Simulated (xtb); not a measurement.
Cl₃Ga, singlet, at a GFN2-xTB geometry (such geometries of metal compounds can be far from the true shape); GFN1-xTB (xtb).

Here is a job for xtb.
```
$ xtb mol.xyz --gfn 1 --json

# file mol.xyz
4

Ga     0.00000000     0.00000000    -0.00000000
Cl    -1.75999983    -1.10581726    -0.20820478
Cl     0.10032532     1.95214694    -0.73677512
Cl     1.65967451    -0.84632969     0.94497990
```

Predict the main parts of the log of this xtb run.


```
   ID    Z sym.   atoms
    1   31 Ga     1
    2   17 Cl     2-4

           -------------------------------------------------
          |                Calculation Setup                |
           -------------------------------------------------

           -------------------------------------------------
          |                 G F N 1 - x T B                 |
           -------------------------------------------------

          ...................................................
          :                      SETUP                      :
          :.................................................:
          :  # basis functions                  40          :
          :  # atomic orbitals                  36          :
          :  # shells                           12          :
          :  # electrons                        24          :
          :  # halogen bonds                     0          :
          :  max. iterations                   250          :
          :  Hamiltonian                  GFN1-xTB          :
          :  restarted?                      false          :
          :  GBSA solvation                  false          :
          :  PC potential                    false          :
          :  electronic temp.          300.0000000     K    :
          :  accuracy                    1.0000000          :
          :  -> integral cutoff          0.2500000E+02      :
          :  -> integral neglect         0.1000000E-07      :
          :  -> SCF convergence          0.1000000E-05 Eh   :
          :  -> wf. convergence          0.2000000E-04 e    :
          :  Broyden damping             0.4000000          :
          :  net charge                          0          :
          :  unpaired electrons                  0          :
          ...................................................

 iter      E             dE          RMSdq      gap      omega  full diag
   1    -14.2965462 -0.142965E+02  0.501E+00    6.10       0.0  T
   2    -14.2995590 -0.301284E-02  0.305E+00    6.24       1.0  T
   3    -14.2995777 -0.186790E-04  0.269E-01    6.20       1.0  T
   4    -14.2995807 -0.296996E-05  0.167E-02    6.20       3.0  T
   5    -14.2995807 -0.229920E-08  0.123E-03    6.20      40.6  T
   6    -14.2995807 -0.589843E-08  0.101E-04    6.20     497.4  T
   7    -14.2995807  0.190070E-12  0.213E-05    6.20    2351.7  T

   *** convergence criteria satisfied after 7 iterations ***

         :::::::::::::::::::::::::::::::::::::::::::::::::::::
         ::                     SUMMARY                     ::
         :::::::::::::::::::::::::::::::::::::::::::::::::::::
         :: total energy             -14.269721042763 Eh    ::
         :: gradient norm              0.012038371683 Eh/a0 ::
         :: HOMO-LUMO gap              6.198136410296 eV    ::
         ::.................................................::
         :: SCC energy               -14.299580660921 Eh    ::
         :: -> electrostatic           0.004627147214 Eh    ::
         :: repulsion energy           0.031643566222 Eh    ::
         :: dispersion energy         -0.001783948064 Eh    ::
         :: halogen bond corr.         0.000000000000 Eh    ::
         :: add. restraining           0.000000000000 Eh    ::
         :: total charge               0.000000000000 e     ::
         :::::::::::::::::::::::::::::::::::::::::::::::::::::

           -------------------------------------------------
          |                Property Printout                |
           -------------------------------------------------

    * Orbital Energies and Occupations

         #    Occupation            Energy/Eh            Energy/eV
      -------------------------------------------------------------
         1        2.0000           -0.9232041             -25.1217
         2        2.0000           -0.9232041             -25.1217
         3        2.0000           -0.9136795             -24.8625
         4        2.0000           -0.5813020             -15.8180
         5        2.0000           -0.5089864             -13.8502
         6        2.0000           -0.5089864             -13.8502
         7        2.0000           -0.4981271             -13.5547
         8        2.0000           -0.4843075             -13.1787
         9        2.0000           -0.4843075             -13.1787
        10        2.0000           -0.4750420             -12.9265
        11        2.0000           -0.4750420             -12.9265
        12        2.0000           -0.4730852             -12.8733 (HOMO)
        13                         -0.2453078              -6.6752 (LUMO)
        14                         -0.1394985              -3.7959
        15                         -0.0630522              -1.7157
        16                         -0.0630522              -1.7157
        17                         -0.0622194              -1.6931
        18                         -0.0602105              -1.6384
        19                         -0.0602105              -1.6384
        20                         -0.0497937              -1.3550
        21                         -0.0497937              -1.3550
        22                         -0.0492287              -1.3396
        23                         -0.0488929              -1.3304
       ...                                ...                  ...
        36                          0.5680401              15.4572
      -------------------------------------------------------------
                  HL-Gap            0.2277773 Eh            6.1981 eV
             Fermi-level           -0.3591965 Eh           -9.7742 eV

  Mulliken/CM5 charges         n(s)   n(p)   n(d)
     1Ga    0.42550  0.39658   1.006  0.956  0.612
     2Cl   -0.14183 -0.13219   1.887  5.262 -0.006
     3Cl   -0.14183 -0.13219   1.887  5.262 -0.006
     4Cl   -0.14183 -0.13219   1.887  5.262 -0.006

Wiberg/Mayer (AO) data.
largest (>0.10) Wiberg bond orders for each atom

 ---------------------------------------------------------------------------
     #   Z sym  total        # sym  WBO       # sym  WBO       # sym  WBO
 ---------------------------------------------------------------------------
     1  31 Ga   3.700 --     3 Cl   1.233     4 Cl   1.233     2 Cl   1.233
     2  17 Cl   1.402 --     1 Ga   1.233
     3  17 Cl   1.402 --     1 Ga   1.233
     4  17 Cl   1.402 --     1 Ga   1.233
 ---------------------------------------------------------------------------

Topologies differ in total number of bonds
Writing topology from bond orders to xtbtopo.mol

 dipole moment from electron density (au)
     X       Y       Z
   0.0000   0.0000  -0.0000  total (Debye):    0.000

           -------------------------------------------------
          | TOTAL ENERGY              -14.269721042763 Eh   |
          | GRADIENT NORM               0.012038371683 Eh/α |
          | HOMO-LUMO GAP               6.198136410296 eV   |
           -------------------------------------------------

normal termination of xtb
```
